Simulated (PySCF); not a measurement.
Gas-phase reaction: GaBr3 + Ga2H6 → 3 GaH + 3 HBr

Method: PySCF energies plus ideal-gas RRHO corrections (1 bar). † marks an energy on the PBE0/def2-TZVP geometry and frequencies. MP2 and CCSD(T) freeze the core. All species are closed-shell singlets. Br, Ga: all electrons, no relativistic terms. Ga2H6, GaH: computed as isolated molecules; such fragments, hydroxides, amides, oligomers or adducts are transient or little studied in the gas. MP2 isn't extrapolated to the basis-set limit; its ΔH°(298 K) is 735.6 kJ in def2-SVP and 760.2 kJ in def2-TZVPP. CCSD(T) isn't extrapolated to the basis-set limit; its ΔH°(298 K) is 662.8 kJ in def2-SVP and 700.5 kJ in def2-TZVPP. The harmonic model lacks anharmonicity and excited electronic states, which grow with temperature; levels with a mode under 35 cm⁻¹ are left out. Soft modes under 120 cm⁻¹ make the harmonic entropy rough for GaBr3.

```json
[
 {"level": "BLYP/def2-TZVP†", "ΔE electronic, kJ": "563", "ΔH°(298 K), kJ": "536", "ΔS°(298 K), J/K": "538", "ΔG°(1800 K), kJ": "-400"},
 {"level": "CCSD(T)/def2-SVP†", "ΔE electronic, kJ": "690", "ΔH°(298 K), kJ": "663", "ΔS°(298 K), J/K": "538", "ΔG°(1800 K), kJ": "-274"},
 {"level": "M06-2X/def2-TZVP†", "ΔE electronic, kJ": "735", "ΔH°(298 K), kJ": "708", "ΔS°(298 K), J/K": "538", "ΔG°(1800 K), kJ": "-229"},
 {"level": "MP2/def2-SVP†", "ΔE electronic, kJ": "763", "ΔH°(298 K), kJ": "736", "ΔS°(298 K), J/K": "538", "ΔG°(1800 K), kJ": "-201"},
 {"level": "PBE0/def2-SVP†", "ΔE electronic, kJ": "726", "ΔH°(298 K), kJ": "699", "ΔS°(298 K), J/K": "538", "ΔG°(1800 K), kJ": "-238"}
]
```
ΔH° is lowest at BLYP/def2-TZVP† and highest at MP2/def2-SVP†. No reference value is set beside these.
